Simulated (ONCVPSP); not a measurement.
## Configuration tests for Ca (Z = 20) (ONCV)

Ca, optimised norm-conserving Vanderbilt (ONCV), made with ONCVPSP 4.0.1 (PBE, scalar-relativistic). Core [Ne], reference 3s2 3p6 4s1 4p1. Waves: 3s+4s: rc 1.95 bohr, ncon 3, nbas 6, qcut 4.8 1/bohr, 2 projectors; 3p+4p: rc 1.75 bohr, ncon 5, nbas 9, qcut 8.6 1/bohr, 2 projectors; d scattering state at 0.09 Ha: rc 2.15 bohr, ncon 3, nbas 6, qcut 5.3 1/bohr, 2 projectors, debl 3.6 Ha; f scattering state at 0.32 Ha: rc 2.00 bohr, ncon 5, nbas 8, qcut 5.3 1/bohr, 2 projectors, debl 1.8 Ha. Local part: polynomial inside 1.50 bohr (lpopt 5, dvloc0 0 Ha). Core correction: none.

In the d channel the program set the typed energies aside and used -0.111, 3.489 Ha.

Energies are relative to the spin-unpolarised reference configuration 3s2 3p6 4s1 4p1; without spin polarisation the order of configurations can differ from experiment.

```json
{"valence configuration": "3s2 3p6 4s2 4p0", "charge": "0", "ΔE all-electron (eV)": "-2.422", "error AE − PS (meV)": "-0.1"}
{"valence configuration": "3s2 3p6 4s0 4p0", "charge": "+2", "ΔE all-electron (eV)": "15.708", "error AE − PS (meV)": "-1.2"}
{"valence configuration": "3s2 3p6 4s0 4p2", "charge": "0", "ΔE all-electron (eV)": "2.530", "error AE − PS (meV)": "-0.1"}
```

Task: What are ΔE and the potential's error for 3s2 3p6 4s1 4p0?

Result: ΔE = 3.888 eV all-electron; the error (AE − PS) is -0.1 meV.

Levels in the configuration 3s2 3p6 4s0 4p2:

| level | all-electron (eV) | pseudo (eV) |
| --- | --- | --- |
| 3s | -49.710 | -49.722 |
| 3p | -30.587 | -30.593 |
| 4p | -2.389 | -2.389 |
